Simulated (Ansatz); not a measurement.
`[CH3][GeH2][I]` and `[CH3][GeH2][TeH]` differ in one atom or group.

Ansatz, PBE0-D4/def2-TZVP geometries, multiplicity 1. 

Elements past krypton have def2 core potentials. Scalar relativity is left out up to krypton.

| property | `[CH3][GeH2][I]` |
| --- | --- |
| HOMO–LUMO gap (B3LYP/def2-TZVPP) / eV | 6.17 |
| ideal-gas entropy at 298 K and 1 bar (rigid rotor, harmonic PBE0-D4/def2-TZVP) / J/(mol·K) | 332 |
| size of the dipole moment (ωB97M-V/def2-TZVPP) / D | 2.30 |
| LUMO energy (ωB97M-V/def2-TZVPP) / eV | 1.08 |
| LUMO energy (PBE0/def2-TZVPP) / eV | -0.74 |
| HOMO energy (B3LYP/def2-TZVPP) / eV | -7.16 |

Q: What does the change do to each property? (An estimate is asked.)

A: The calculation gave: 
```json
{"property": "HOMO–LUMO gap (B3LYP/def2-TZVPP) / eV", "`[CH3][GeH2][TeH]`": "5.22", "shift": "-0.95"}
{"property": "ideal-gas entropy at 298 K and 1 bar (rigid rotor, harmonic PBE0-D4/def2-TZVP) / J/(mol·K)", "`[CH3][GeH2][TeH]`": "350", "shift": "18"}
{"property": "size of the dipole moment (ωB97M-V/def2-TZVPP) / D", "`[CH3][GeH2][TeH]`": "1.50", "shift": "-0.80"}
{"property": "LUMO energy (ωB97M-V/def2-TZVPP) / eV", "`[CH3][GeH2][TeH]`": "1.12", "shift": "0.04"}
{"property": "LUMO energy (PBE0/def2-TZVPP) / eV", "`[CH3][GeH2][TeH]`": "-0.64", "shift": "0.10"}
{"property": "HOMO energy (B3LYP/def2-TZVPP) / eV", "`[CH3][GeH2][TeH]`": "-6.10", "shift": "1.06"}
```

With PBE0 the HOMO rises by 1.09 eV and the LUMO rises by 0.10 eV, so the gap narrows by about 0.99 eV. PBE moves the HOMO by 0.99 eV and ωB97M-V by 1.14 eV. The zero-point energy changes by 16.1 kJ/mol with +3 modes. Dipoles are sizes alone; their direction can turn.

B3LYP here is the variant with VWN-RPA as its local correlation; programs differ in this.

Spin–orbit coupling is left out; it splits and shifts lone-pair levels of the heavy atoms by tenths of an eV.
